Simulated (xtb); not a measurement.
xtb input:

```bash
xtb mol.xyz --gfn 2 --ohess tight --chrg 1 --uhf 0
```
mol.xyz:
```
3

Sb     0.01475551     0.78920846     0.00090547
H     -1.22990000    -0.34839401    -0.01345095
H      1.20152901    -0.40562119    -0.00833063
```

**Question.** Which total energy does the run end on?

**Answer.** -2.73724 Eh (GFN2-xTB).
